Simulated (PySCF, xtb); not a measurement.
In(CF3)(OH)2 (CH2F3InO2), SMILES [OH][In]([OH])[C](F)(F)F.

GFN2-xTB (xtb) at its own geometry gives an orbital gap of 3.13 eV and a dipole moment of 1.90 D.

Geometry optimised at B3LYP-D3(BJ)/def2-SVP. The def2 effective core potentials stand for the cores of In; spin–orbit coupling is left out. One conformer was computed; it need not be the lowest.

Task: What does PBE/def2-TZVP run with PySCF give? (Estimate from the structure and the level; the computed values follow.)

Result: gap 4.18 eV (levels -7.00 and -2.82 eV), dipole 1.40 D.
